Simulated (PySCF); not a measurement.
# Where the electron goes

Species: TeF2.
Z-matrix (Å and degrees, PBE0-D3(BJ)/def2-SVP geometry), rows numbered from 1:
```
Te
F   1  1.9263
F   1  1.9264  2   95.78
```

Method: TDDFT CAM-B3LYP/def2-SVPD, vertical, gas phase, core orbitals frozen in the response, def2 core potentials past Kr (PySCF). Spin–orbit coupling is left out.

Frontier orbitals with the atoms that hold most of them (Löwdin shares over 4%, at most four atoms; ? is withheld):

| orbital | ε (eV) | atoms |
| --- | --- | --- |
| HOMO-3 | -13.64 | F3 49%, F2 49% |
| HOMO-2 | -13.41 | F3 49%, F2 49% |
| HOMO-1 | -13.05 | ? |
| HOMO | -8.26 | Te1 79%, F2 11%, F3 11% |
| LUMO | -2.03 | ? |
| LUMO+1 | -1.44 | Te1 71%, F2 14%, F3 14% |
| LUMO+2 | 0.83 | Te1 92% |

(1) Which atoms hold the HOMO-1, and with what shares?

(2) Give the leading atoms of the LUMO.

(3) How does S1 compare with the orbital gap of 6.23 eV?

(4) Give energy, strength and leading configuration of S1, S2 and S6, and follow the Löwdin shares of the leading atoms from the occupied to the empty orbital.

## Answers

(1) F3 (bonded to Te) 35%; F2 (bonded to Te) 35%; Te1 (bonded to 2 F) 30%. By element: fluorine 70%, tellurium 30%.

(2) Te1 (bonded to 2 F) 75%; F3 (bonded to Te) 13%; F2 (bonded to Te) 13%. By element: tellurium 75%, fluorine 25%.

(3) S1 is at 2.19 eV (f = 0.0000), 4.04 eV below the gap, made of HOMO→LUMO (99%). 

(4) 
- S1 (2.19 eV, f 0.0000), HOMO→LUMO (99%): Te1 79% → 75%, F2 11% → 13%, F3 11% → 13%
- S2 (3.00 eV, f 0.0014), HOMO→LUMO+1 (98%): Te1 79% → 71%, F2 11% → 14%
- S6 (7.38 eV, f 0.0075), HOMO-2→LUMO (87%): F3 49% → 13%, F2 49% → 13%, Te1 at most 2% → 75%

Hardware: one thread of an x86-64 server, shared host. Cost: 12 s wall.
